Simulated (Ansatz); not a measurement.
Input file for C4H11Al (`C[CH2][Al]([CH3])[CH3]`):

```yaml
crystal:
  periodic: [false, false, false]
  atoms:
    - {symbol: C, position_ang: [1.098864, 1.367145, -1.544521]}
    - {symbol: C, position_ang: [1.077613, -0.048741, -0.970929]}
    - {symbol: Al, position_ang: [-0.264678, -0.423079, 0.416601]}
    - {symbol: C, position_ang: [-0.432236, -2.240758, 1.128113]}
    - {symbol: C, position_ang: [-1.420332, 1.021417, 1.061690]}
    - {symbol: H, position_ang: [1.879123, 1.501917, -2.300482]}
    - {symbol: H, position_ang: [1.272815, 2.115664, -0.766231]}
    - {symbol: H, position_ang: [0.146893, 1.625538, -2.017088]}
    - {symbol: H, position_ang: [2.061827, -0.300156, -0.550382]}
    - {symbol: H, position_ang: [0.940746, -0.782781, -1.777273]}
    - {symbol: H, position_ang: [-0.752000, -2.252123, 2.174220]}
    - {symbol: H, position_ang: [-1.193664, -2.794696, 0.564787]}
    - {symbol: H, position_ang: [0.495337, -2.814500, 1.048168]}
    - {symbol: H, position_ang: [-0.834978, 1.753743, 1.630768]}
    - {symbol: H, position_ang: [-2.224965, 0.671957, 1.713489]}
    - {symbol: H, position_ang: [-1.873266, 1.576749, 0.233568]}
basis:
  gaussian: {orbitals: def2-SVP}
correlation: {method: ccsd_t}
```

```sh
$ ansatz run in.yaml --threads 4 --pin off --events-out ev --progress --plain --max-ram 10444MiB
```

Log, shortened:

```
Functional definition: HF
1317 factors; integrals over basis functions are off by at most 1.4e-3 eV
mean field evaluation 1: about -10870.0530 eV, gradient 3.8e1 eV
mean field evaluation 2: about -10870.0572 eV, gradient 3.8e1 eV
mean field evaluation 4: about -10874.0086 eV, gradient 3.1e0 eV
mean field evaluation 8: about -10874.0469 eV, gradient 9.1e-5 eV
mean field -10874.04687632 eV, -399.6138520110 hartree, gradient 2.9e-6 eV, S^2 0.000000; 0 other end points of the search recorded, 0 dependent functions left out
9 core orbitals not correlated: weight in the atoms' cores, before any rotation towards them, 1.000 or more for the frozen orbitals, at most 0.000 for the correlated occupied ones
reference -10874.04687632 eV, -399.6138520110 hartree; 15, 15 occupied and 105, 105 virtual orbitals, 1317 factors
second order -17.65687332 eV of doubles, -0.00000000 eV of singles
cycle   1  -19.02698194 eV  change    -1.4e0 eV  update   8.4e-2
cycle   2  -19.53190898 eV  change   -5.0e-1 eV  update   2.5e-2
cycle   3  -19.59047363 eV  change   -5.9e-2 eV  update   7.9e-3
cycle   4  -19.59109358 eV  change   -6.2e-4 eV  update   2.2e-3
cycle   5  -19.59088936 eV  change    2.0e-4 eV  update   6.4e-4
cycle   6  -19.59078814 eV  change    1.0e-4 eV  update   1.9e-4
cycle   7  -19.59078420 eV  change    3.9e-6 eV  update   5.3e-5
cycle   8  -19.59078732 eV  change   -3.1e-6 eV  update   1.9e-5
perturbative correction -0.54849665 eV, -0.0201568803 hartree
Total energy: -10894.18616030 eV, -400.3539570463 hartree
```

It took 10 s on 4 threads of an Arm Neoverse V1 on a shared host, with 0.82 GiB of host memory at the peak.

MP2 recovers 87.7 % of the CCSD(T) correlation energy and the triples give 2.7 %; T1 = 0.0082.
